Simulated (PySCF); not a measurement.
Computed shifts of a molecule C₅H₁₀O, KT2/pcSseg-1 run with PySCF, GIAO, gas phase, equivalent atoms averaged, in ppm (number of nuclei): ¹³C: 151.5 (1), 87.3 (1), 80.9 (1), 26.0 (2). ¹H: 6.35 (1), 4.75 (1), 4.24 (1), 4.01 (1), 1.53 (3), 1.41 (3). References: ¹³C against TMS (σ = 185.1 ppm); ¹⁷O against H2O (σ = 330.4 ppm); ¹H against TMS (σ = 31.47 ppm), references at their B3LYP-D3(BJ)/def2-TZVP geometries, non-relativistic. Coordinates come from a B3LYP-D3(BJ)/def2-SVP optimisation. Other conformers were not sampled.

### Question
Which molecule gave these data?
(A) C/C=C/OCC
(B) C=COC(C)C
(C) C[C@H]1CCOC1
(D) CC[C@@H]1CCO1

### Answer
B, C=COC(C)C
